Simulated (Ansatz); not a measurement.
Basis-set extrapolation for `N[SiH2][SiH2]N` (PBE0-D4/def2-TZVP geometry, frozen core, Ansatz 0.2.0). Multiplicity 1, RHF reference.

|  | def2-TZVPP | def2-QZVPP |
| --- | --- | --- |
| HF | -691.543433 | -691.567751 |
| MP2 correlation | -0.683723 | -0.734005 |
| CCSD(T) correlation | -0.762670 | not run |

Energies in hartree. Use E(X) = E(∞) + A·exp(−7.88·√X) for Hartree–Fock and E(X) = E(∞) + B·X^(−2.97) for correlation, with X = 3 and 4, and add CCSD(T) minus MP2 of the smaller set to the MP2 limit.

**Question.** What is the CCSD(T) energy at the basis-set limit?

**Answer.** HF limit: -691.567751 + (-0.024318) × 0.13774 = -691.57110. MP2 limit: -0.734005 + (-0.050282) × 0.74074 = -0.77125. Higher-order term: -0.762670 − (-0.683723) = -0.07895. Total: -692.42130 hartree, 3.13 eV below CCSD(T)/def2-TZVPP.
